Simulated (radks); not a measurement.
Values are calculated unless marked as measured or tabulated.
Problem. Coherent X-ray form factor from a spherical all-electron density. Level of theory: non-relativistic Kohn-Sham, PBEsol, spin-polarised, spherical densities, point nucleus (a radial shooting solver on a logarithmic mesh with Libxc functionals).

| sin(theta)/lambda (1/angstrom) | f0 (electrons) |
|---|---|
| 0.05 | 11.953 |
| 0.1 | 11.813 |
| 0.15 | 11.590 |
| 0.2 | 11.295 |
| 0.25 | 10.944 |
| 0.3 | 10.554 |
| 0.4 | 9.715 |
| 0.5 | 8.883 |
| 0.6 | 8.114 |
| 0.8 | 6.805 |
| 1 | 5.707 |
| 1.25 | 4.508 |
| 1.5 | 3.509 |
| 2 | 2.205 |

The species is in the configuration that NIST lists as its ground one. Which atom or ion scatters so?

Solution. The titanium ion Ti10+, [Ne] 3s2. Extrapolating in s^2 from the first two rows gives f0(0) = 12.0, near the electron count 12; among species with that count, the fall with angle is slower the higher Z, and the table is that of Z = 22; from so few rows the species is fixed only to a neighbour or two.
